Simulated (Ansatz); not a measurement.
How methods differ on SnSe (SMILES [Se][Sn])

SnSe has 2 atoms, charge 0, and is taken as a singlet. SMILES: `[Se][Sn]`. Geometry: a GFN2-xTB relaxation, a rough one for these elements and not checked as a minimum.

```xyz
2

Se    0.0000    0.0000    0.0000
Sn    0.0000    0.0000    2.3383
```

Quantity: the energy change with the Se1–Sn2 bond stretched from 2.338 to 4.651 Å, in eV. The values are calculated.

```csv
level,kind,program,value (eV),less FCI/STO-3G
SVWN5/STO-3G (restricted),LDA,Ansatz,8.29,+2.74
BLYP/STO-3G (restricted),GGA,Ansatz,7.60,+2.05
r2SCAN/STO-3G (restricted),meta-GGA,Ansatz,8.37,+2.82
B3LYP/STO-3G (restricted),global hybrid,Ansatz,8.70,+3.15
r2SCAN0/STO-3G (restricted),hybrid meta-GGA,Ansatz,9.38,+3.83
CAM-B3LYP/STO-3G (restricted),range-separated hybrid,Ansatz,8.99,+3.44
wB97M-V/STO-3G (restricted),range-separated hybrid,Ansatz,9.00,+3.45
B2PLYP/STO-3G (restricted),double hybrid,Ansatz,8.99,+3.44
FCI/STO-3G,exact in the basis,Ansatz,5.55,0.00
```

FCI/STO-3G is exact within its basis and frozen core, so for wave-function methods in that basis the difference is their error; functionals converge differently with the basis, so for them it is only a difference. All-electron rows without a relativistic Hamiltonian named are non-relativistic. The first shape isn't each level's own minimum. The values span 5.55 to 9.38 eV. All rows use very small basis sets, so even the best lies far from the true value.
